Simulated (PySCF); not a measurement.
## How methods differ on the excitation energy of V²⁺

V²⁺ [Ar] 3d3 (4F) → V²⁺ [Ar] 3d2 4s1, s spin flipped, as a difference of total energies. Calculation: PySCF 2.14, in aug-cc-pVDZ-DK; scalar relativity by spin-free X2C-1e. Correlated levels: valence: [Ar] frozen. The calculations carry no spin-orbit coupling.

| method | excitation energy (eV) |
| --- | --- |
| UHF | 5.835 |
| LDA | 6.455 |
| PBE | 6.481 |
| PBE0 | 6.483 |
| r2SCAN | 6.895 |
| revPBE | 6.534 |
| M06-2X | 5.762 |
| LC-wPBE | 6.726 |
| B3LYP | 6.176 |
| MP2 (valence) | 5.943 |
| SCS-MP2 (valence) | 5.719 |

Task: How much does correlation contribute at MP2 (valence)?

Result: 5.943 − (5.835) = 0.108 eV, measured against UHF.

The upper determinant mixes two multiplicities, so it lies between the two terms.
